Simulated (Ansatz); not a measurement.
A structure relaxed at PBE0-D4/def2-TZVP, charge 0, multiplicity 1:

```xyz
11

N     0.993    1.397   -0.264
Si    0.313   -0.075   -0.821
C    -1.220   -0.430    0.191
Se   -0.739   -0.590    2.085
H     1.230    1.487    0.712
H     1.627    1.914   -0.850
H     1.181   -1.287   -0.696
H    -0.003    0.112   -2.264
H    -1.905    0.420    0.150
H    -1.760   -1.325   -0.119
H     0.284   -1.624    1.876
```

Task: Give its formula and SMILES.

Result: CH7NSeSi, `N[SiH2]C[SeH]`.

Task: Summarise the bond lengths by kind.

Result: 1 × N–Si 1.714 Å; 2 × H–N 1.006 to 1.008 Å; 1 × C–Si 1.871 Å; 2 × H–Si 1.489 to 1.496 Å; 1 × C–Se 1.961 Å; 2 × C–H 1.090 to 1.092 Å; 1 × H–Se 1.471 Å.

Results of the Gaussian-basis code of Ansatz.
